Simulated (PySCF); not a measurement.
C₅H₁₂AlNO.
Z-matrix (Å and degrees, PBE0-D3(BJ)/def2-SVP geometry), rows numbered from 1:
```
N 
C   1  1.2616
C   2  1.5114  1  127.66
C   3  1.5250  2  112.78  1   118.05
C   4  1.5260  3  101.88  2   -84.87
C   5  1.5169  4  102.45  3   -39.18
O   3  1.4375  2  110.37  1     2.64
Al  7  1.9890  3  125.94  2   -81.50
H   1  1.0296  2  110.86  3     1.72
H   2  1.1054  1  118.73  3   179.79
H   3  1.1020  2  109.23  1  -115.24
H   4  1.1006  3  110.06  2   157.26
H   4  1.0990  3  112.24  2    36.78
H   5  1.1009  4  110.32  3    78.55
H   5  1.0985  4  113.31  3  -160.17
H   6  1.0992  5  114.34  4   147.53
H   6  1.1010  5  113.00  4   -87.09
H   8  1.6079  7   99.14  3   108.31
H   8  1.6046  7   99.19  3  -132.65
H   8  1.6034  7   97.67  3   -11.57
```

Computed with PySCF at PBE0/def2-SVPD, non-relativistic, on one gas-phase PBE0-D3(BJ)/def2-SVP geometry that isn't relaxed in the solvent. The solvent is an IEF-PCM continuum (Bondi radii, 1.10 Å for H, scaled by 1.2), and excitations are vertical TDDFT with non-equilibrium linear response and a frozen core. Only the electrostatic response of the medium enters.

Gas-phase singlets (H = HOMO, L = LUMO):

```tsv
state	E (eV)	λ (nm)	f	leading configurations
S1	5.173	240	0.002	H-2→L 56%, H→L 40%
S2	5.844	212	0.001	H→L 38%, H-1→L 34%, H-2→L 26%
S3	5.945	209	0.003	H-1→L 65%, H→L 20%, H-2→L 12%
S4	6.284	197	0.009	H→L+1 74%, H→L+2 21%
S5	6.499	191	0.008	H-1→L+1 75%, H-1→L+2 21%
```

Question: What are the lowest 5 singlets in benzene (ε = 2.271)?

Answer: 
```csv
state,E (eV),λ (nm),f,leading configurations,change by rank (eV)
S1,5.269,235,0.002,"H-2→L 50%, H→L 47%",+0.096
S2,6.147,202,0.004,"H→L 39%, H-2→L 32%, H-1→L 25%",+0.303
S3,6.270,198,0.006,"H-1→L 71%, H→L 11%, H-2→L 10%",+0.325
S4,6.435,193,0.010,H→L+1 80%,+0.151
S5,6.664,186,0.013,H-1→L+1 86%,+0.165
```

Question: How do the frontier levels move from gas to benzene?

Answer: 
```
orbital  gas (eV)  solvent (eV)  change (eV)
 LUMO+2      0.48          0.57        +0.09
 LUMO+1      0.05          0.19        +0.14
   LUMO     -0.74         -0.60        +0.14
   HOMO     -7.36         -7.52        -0.16
 HOMO-1     -7.58         -7.78        -0.20
 HOMO-2     -8.07         -8.07         0.00
 HOMO-3     -9.48         -9.29        +0.19
```

The HOMO–LUMO gap goes from 6.62 to 6.92 eV. Rows go by rank; for HOMO-3 and LUMO+1 the atom shares or the degeneracy differ between the runs, so the row needn't follow one orbital.
